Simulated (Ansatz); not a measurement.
The first iterations of a band of CH6OSn + H2 (11 atoms, charge 0, multiplicity 1).

Theory: UKS PBE/def2-SVP (Ansatz 0.2.0).

| Property | Result |
| --- | --- |
| movable images | 1 |
| climbing image | yes |
| spring | 5.0 eV/Å² |
| optimiser | quadratic models (default) |
| start path | through a guess of the saddle point |
| force threshold | 0.05 eV/Å |
| iteration limit | 60 |
| end points | relaxed |

Image 0:

```xyz
11
Properties=species:S:1:pos:R:3
Sn -0.988 1.535 0.080
O 0.284 -0.041 0.031
C -0.204 -1.309 -0.346
H -1.640 1.737 -1.513
H 0.034 2.828 0.571
H -2.234 1.175 1.230
H 2.494 -0.330 0.574
H 3.225 -0.525 0.734
H -1.003 -1.700 0.333
H -0.610 -1.339 -1.389
H 0.642 -2.031 -0.304
```

Image 2:

```xyz
11
Properties=species:S:1:pos:R:3
Sn -0.608 1.753 0.823
O 1.025 -0.492 -0.659
C 0.293 -1.687 -0.870
H -1.751 0.720 0.049
H 0.354 2.616 -0.313
H -1.494 2.902 1.776
H 1.577 -0.618 0.136
H 0.380 0.849 1.918
H -0.408 -1.930 -0.035
H -0.318 -1.541 -1.784
H 0.951 -2.572 -1.042
```

| iteration | highest image above the first end (eV) | largest band force component (eV/Å) |
| --- | --- | --- |
| 1 | 1.329 | 3.600 |
| 2 | 1.172 | 2.224 |
| 3 | 0.952 | 1.460 |
| 4 | 0.519 | 0.979 |
| 5 | 0.529 | 2.988 |
| 6 | 0.259 | 0.590 |
| 7 | 0.176 | 0.376 |
| 8 | 0.218 | 0.550 |
| 9 | 0.216 | 0.560 |
| 10 | 0.198 | 0.685 |
| 11 | 0.193 | 0.775 |
| 12 | 0.258 | 1.419 |
| 13 | 0.411 | 1.663 |
| 14 | 0.512 | 1.764 |
| 15 | 0.571 | 1.738 |
| 16 | 0.604 | 1.701 |
| 17 | 0.389 | 1.423 |
| 18 | 0.355 | 1.501 |
| 19 | 0.348 | 1.566 |
| 20 | 0.345 | 1.608 |

**Question.** Does the band converge within its limit, and where does its top end?

**Answer.** The run ended unconverged. It ended after 60 iterations with the highest image 0.039 eV above the first end. The band didn't meet its force threshold, so its energies are provisional: the largest band force was still 0.16 eV/Å, and over the last iterations the top moved between 0.03 and 0.04 eV. Neighbouring images lie up to 6.9 Å apart, so the band is torn or far too coarse. So few images can step over the top or miss a turn of the path. The orbitals stay closed-shell, which can raise the energy where a bond breaks towards radicals; this wasn't checked here.

The run took 2.1 min on 2 threads of Arm Neoverse V2 (shared host), peak memory 0.29 GiB.
